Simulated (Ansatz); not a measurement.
CH6AlSi, SMILES `[CH3][Al-][SiH3]` (lower singlet) (charge -1, multiplicity 1). This singlet lies 0.72 eV below the relaxed triplet at the level frozen-core CCSD(T)/aug-cc-pVTZ // PBE0-D3(BJ)/def2-TZVPD (Ansatz, a first-principles code).

Z-matrix (Å, degrees):
```
Si
H 1 1.5143
H 1 1.5192 2 100.83
H 1 1.5201 2 101.01 3 -103.64
Al 1 2.6107 2 119.89 3 123.55
C 5 2.0492 1 92.00 2 169.30
H 6 1.0961 5 112.54 1 176.89
H 6 1.0998 7 107.85 5 123.74
H 6 1.1003 7 107.77 8 114.43
```
Charge -1, spin multiplicity 1.

Frozen-core energies in aug-cc-pVDZ from Ansatz at a geometry from PBE0-D3(BJ)/def2-TZVPD; the HF reference has <S^2> = 0.00 (restricted, and unstable towards unrestricted orbitals) and the T1 diagnostic is 0.016.

| level | energy (Ha) |
|---|---|
| HF | -572.18609 |
| MP2 | -572.53128 |
| CCSD | -572.58957 |

Q: Estimate the energies of CCSD(T), CCSDT and CCSDT(Q), and give each level's difference from CCSDT(Q).

A: 
```tsv
level	energy (Ha)	difference from CCSDT(Q) (mHa)
MP2	-572.53128	74.74
CCSD	-572.58957	16.46
CCSD(T)	-572.60353	2.50
CCSDT	-572.60522	0.80
CCSDT(Q)	-572.60603	0.00
```
